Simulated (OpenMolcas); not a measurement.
# Levels of Br II by method

| Property | Result |
| --- | --- |
| Program | OpenMolcas |
| Basis | ANO-RCC-VQZP [7s6p4d2f1g] |
| Scalar Hamiltonian | DKH2, point nucleus |
| Active space | 4 electrons in 3 orbitals (4p) |
| State averaging | 2S+1 = 3 even, 3 roots; 2S+1 = 1 even, 6 roots |
| Spin-orbit coupling | RASSI with atomic mean-field integrals over the reference wave functions, term energies averaged over their components |

Methods on the same reference wave functions:
A. CASSCF
B. SS-CASPT2, IPEA 0.25 Eh, imaginary shift 0.1 Eh (closed shells correlated: 3d 4s)

Energies in cm-1 above 4s2 4p4 3P2, the measured ground level; measured values from NIST Handbook of Basic Atomic Spectroscopic Data.

```
      Level      A      B  Measured
4s2 4p4 3P2    0.0    0.0       0.0
4s2 4p4 3P1   2832   2880      3136
4s2 4p4 3P0   3672   3620      3837
4s2 4p4 1D2  14460  12150     12089
4s2 4p4 1S0  33598  28560     27867
```

Deviations, from unrounded energies. A percentage is the sum of absolute deviations over the sum of measured energies, with the sign that they share, or ± where signs differ.

```tsv
Against measurement	Levels	A	B
mean absolute deviation (cm-1)	4	2100	310
fine structure of the ground term (%)	2	-6.7	-6.7
other terms of the ground configuration (%)	2	+20.3	+1.9
```

B lies closest to measurement on these levels. The largest miss of B in the table is 4s2 4p4 1S0, by +700 cm-1. The ranking rests on the paired levels alone, and a cruder setting can come out closer through cancelling errors.

From A to B the spin-free energies of the other terms of 4s2 4p4 shown, above 3P, scale by factors of 0.81 to 0.84.

The lowest spin-free term lies below A's lowest term by 0.215 hartree in B.

CASPT2 breaks the degeneracy within a term, and the mean is taken; among the terms shown or strongly mixed into the levels shown the widest spread is 170 cm-1 (4s2 4p4 1D, B). With the s shell closed, the reference lacks s² → p² mixing. Without dynamic correlation excited terms often stand tens of per cent too high (terms of higher spin than the ground term too low), and those without a measured partner can miss by more than the paired ones (holds for A). Computed and measured levels are paired by configuration, term and J; levels that our copy of the source lacks, or whose pairing is in doubt (as where it misses far off the trend of its configuration), stay unpaired and out of the deviations. Only configurations of the active space appear.
